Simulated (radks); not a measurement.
Charge is removed step by step from the 3s down level of neutral aluminium, starting from [Ne] 3s(up 1, down 1) 3p1. Calculated with a radial shooting solver on a logarithmic mesh with Libxc functionals: non-relativistic Kohn-Sham, PBE, spin-polarised, spherical densities, point nucleus; open shells are filled with parallel spins first.

| removed (e) | E - E(0) (eV) | eigenvalue (eV) |
|---|---|---|
| 0 | 0.000 | -7.259 |
| 0.125 | 0.957 | -8.050 |
| 0.25 | 2.013 | -8.861 |
| 0.375 | 3.173 | -9.689 |
| 0.5 | 4.436 | -10.534 |
| 0.625 | 5.807 | -11.401 |
| 0.75 | 7.288 | -12.301 |
| 0.875 | 8.884 | -13.242 |

The mean slope of the eigenvalue, de/dn, is 6.84 eV per electron.
